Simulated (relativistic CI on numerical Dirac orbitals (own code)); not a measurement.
**What each ingredient does to the levels of Hf³⁶⁺**

Base calculation: Dirac-Coulomb-Breit CI, separate exchange-only KLI orbitals for each configuration, model QED (radiative potential, 1s self-energy scaled to tabulated hydrogen-like ionisation energies), unscaled Slater integrals.

CI space (outside the closed core [Ar] 3d10): 4s2.4p6, 4s2.4p5.4d, 4s.4p6.4d, 4s2.4p5.4f, 4s.4p6.4f, 4p6.4d.4f, 4s2.4p5.5s, 4p6.4d2, 4p5.4d3, 4p5.4d2.4f, 4p5.4d2.5s, 4p6.4f2, 4p5.4d.4f2, 4p5.4f3, 4p5.4f2.5s. Double excitations out of closed p, d and f shells are left out; levels of such configurations are missing from the list, as are those of other unlisted configurations, and high levels can miss mixing partners.

Variants: (1) QED terms removed; (2) non-relativistic limit. Shifts of the energy above 4s2.4p6 1S_0, in eV, for the lowest level and the first level of each name with at least 55 % of one term (blank where a level changes its place among those of its configuration and J or its character, or is not in the variant):

| Level | Base | Δ(1) | Δ(2) |
| --- | --- | --- | --- |
| 4s2.4p6 1S_0 | 0.000 | 0.000 | 0.000 |
| 4s2.4p5.4d 3P°_0 | 141.499 | +0.188 | -5.163 |
| 4s2.4p5.4d 3P°_1 | 145.777 | +0.184 | -9.441 |
| 4s2.4p5.4d 3F°_3 | 148.830 | +0.188 | -8.935 |
| 4s2.4p5.4d 3F°_4 | 161.822 | +0.146 | -21.928 |
| 4s2.4p5.4d 3D°_3 | 169.727 | +0.145 | -22.026 |
| 4s2.4p5.4d 3F°_2 | 226.024 | +0.102 |  |
| 4s2.4p5.4d 1P°_1 | 248.805 | +0.105 | -66.200 |
| 4s.4p6.4d 3D_1 | 322.810 | +0.810 | -87.245 |
| 4s.4p6.4d 3D_2 | 328.085 | +0.837 | -92.520 |
| 4s2.4p5.4f 3G_4 | 346.370 | +0.172 | -24.403 |
| 4s2.4p5.4f 3G_5 | 348.044 | +0.156 | -26.077 |
| 4s2.4p5.4f 3D_1 | 352.644 | +0.566 | -30.999 |
| 4s2.4p5.4f 3F_4 | 354.743 | +0.156 |  |
| 4s2.4p5.4f 3G_3 | 425.107 | +0.085 | -103.140 |
| 4s.4p6.4f 3F°_2 | 533.055 | +1.186 | -112.869 |
| 4s.4p6.4f 3F°_3 | 534.078 | +1.183 | -113.892 |
| 4s.4p6.4f 3F°_4 | 536.898 | +1.170 | -116.712 |
| 4s.4p6.4f 1F°_3 | 541.143 | +1.174 | -116.425 |
| 4s2.4p5.5s 3P°_2 | 618.505 | -0.384 |  |
| 4s2.4p5.5s 1P°_1 | 620.316 | -0.384 |  |
| 4p6.4d2 3F_2 | 672.863 | +2.406 | -194.373 |

At this charge energies of transitions that change n are usually good to better than 1 %, and those within a shell (Δn = 0) to a few per cent.

Ionisation energy from the two ground configurations alone: base 1668.73 eV. The NIST ASD value (theoretical) is 1669 eV.

LS names give the leading component of a level, which can be under half, so a name can repeat, a term be missing and a line seem to break the LS rules.
